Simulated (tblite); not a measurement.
Compound: C6H10NO (doublet state).
Z-matrix (Å and degrees, GFN2-xTB geometry), rows numbered from 1:
```
C 
C   1  1.4669
N   2  1.4565  1  112.80
C   3  1.4437  2  117.01  1   -59.84
C   3  1.3546  2  118.45  1   120.28
O   5  1.2218  3  121.63  2    -3.14
C   5  1.4870  3  116.64  2   176.22
C   7  1.3234  5  120.63  3   151.45
H   1  1.0724  2  119.93  3   -36.70
H   1  1.0712  2  120.38  3   152.06
H   2  1.0984  1  110.97  3  -123.57
H   2  1.1064  1  111.49  3   116.73
H   4  1.0953  3  111.49  2   -98.87
H   4  1.0897  3  111.05  2   139.06
H   4  1.0896  3  108.04  2    20.40
H   7  1.0800  5  117.61  3   -31.45
H   8  1.0771  7  122.54  5   178.15
H   8  1.0778  7  120.22  5    -2.22
```

Calculated harmonic vibrations of the isolated species, GFN2-xTB (tblite), most abundant isotopes, no scaling. The method is semi-empirical: single wavenumbers can be off by several per cent or more. One conformer, not necessarily the lowest. Open shells enter through the occupations alone, without spin polarisation, and single modes of such species can be off by tens of per cent.

Harmonic wavenumbers (cm⁻¹): 43.8, 78.4, 90.5, 141.4, 171.7, 190.4, 240.8, 311.6, 344.5, 390.4, 423.2, 469.3, 537.5, 614.6, 733.4, 773.8, 857.4, 911.7, 935.8, 1017.8, 1039.2, 1049.1, 1084.0, 1097.6, 1143.2, 1153.7, 1251.9, 1280.0, 1298.0, 1374.9, 1386.9, 1390.9, 1408.0, 1419.4, 1478.5, 1485.9, 1674.4, 1686.1, 2784.2, 2886.6, 2931.2, 3005.6, 3011.4, 3075.1, 3099.8, 3131.2, 3140.7, 3188.3.

A = 4004, B = 1354, C = 1108 MHz; mass 112.076 u (most abundant isotopes); point group C1, symmetry number 1; spin multiplicity 2.

Question: Zero-point energy?

Answer: ½Σν̃ = 31617 cm⁻¹ = 90.40 kcal/mol.

Question: Entropy at 400 K, 1 bar (ideal gas, RRHO, classical rotation)?

Answer: Translation 41.54, rotation 29.25, vibration 39.51, spin (R ln 2) 1.38: S = 111.7 cal/(mol K).

Question: And Cp and H(400 K) − H(0)?

Answer: Cp = 46.07 cal/(mol K), of which vibrations give 38.12 (their classical limit is 48 R = 95.4); H(400 K) − H(0) = 11.21 kcal/mol without the zero-point energy, 8.03 from vibrations.

Question: How do the functions run with temperature in this model?

Answer: 
```json
{"T (K)": "50", "S (cal/(mol K))": "58.9", "Cp (cal/(mol K))": "13.5", "H − H(0) (kcal/mol)": "0.51", "G − H(0) (kcal/mol)": "-2.44", "ln q(vib)": "0.55"}
{"T (K)": "100", "S (cal/(mol K))": "70.2", "Cp (cal/(mol K))": "19.3", "H − H(0) (kcal/mol)": "1.33", "G − H(0) (kcal/mol)": "-5.68", "ln q(vib)": "1.82"}
{"T (K)": "298.15", "S (cal/(mol K))": "99.5", "Cp (cal/(mol K))": "37.2", "H − H(0) (kcal/mol)": "6.97", "G − H(0) (kcal/mol)": "-22.70", "ln q(vib)": "7.17"}
{"T (K)": "373.15", "S (cal/(mol K))": "108.6", "Cp (cal/(mol K))": "43.8", "H − H(0) (kcal/mol)": "10.01", "G − H(0) (kcal/mol)": "-30.50", "ln q(vib)": "9.09"}
{"T (K)": "500", "S (cal/(mol K))": "122.8", "Cp (cal/(mol K))": "53.8", "H − H(0) (kcal/mol)": "16.21", "G − H(0) (kcal/mol)": "-45.19", "ln q(vib)": "12.27"}
{"T (K)": "750", "S (cal/(mol K))": "147.5", "Cp (cal/(mol K))": "68.0", "H − H(0) (kcal/mol)": "31.56", "G − H(0) (kcal/mol)": "-79.06", "ln q(vib)": "18.22"}
{"T (K)": "1000", "S (cal/(mol K))": "168.4", "Cp (cal/(mol K))": "77.4", "H − H(0) (kcal/mol)": "49.80", "G − H(0) (kcal/mol)": "-118.62", "ln q(vib)": "23.71"}
```

q(vib) and H(0) count from the zero-point level.

Question: Which modes carry the vibrational entropy at 400 K?

Answer: 43.8 cm⁻¹: 5.66; 78.4 cm⁻¹: 4.51; 90.5 cm⁻¹: 4.23; 141.4 cm⁻¹: 3.35; 171.7 cm⁻¹: 2.98; 190.4 cm⁻¹: 2.78 cal/(mol K); the other 42 give 16.00 together.

Question: Blend soft modes into free rotors: weight 1/[1 + (100 cm⁻¹/ν̃)⁴] for the oscillator and the rest for a rotor with moment μB/(μ + B), μ = h/(8π²ν), B = 10⁻⁴⁴ kg m². What vibrational entropy results?

Answer: 36.31 cal/(mol K) in place of 39.51, which changes −T·S at 400 K by +1.28 kcal/mol.

Hindered rotation and anharmonicity are outside this model. Other conformers, if any are populated, would add a mixing term that is left out. The structure is chiral; the term R ln 2 for an equal mix with its mirror image is left out.
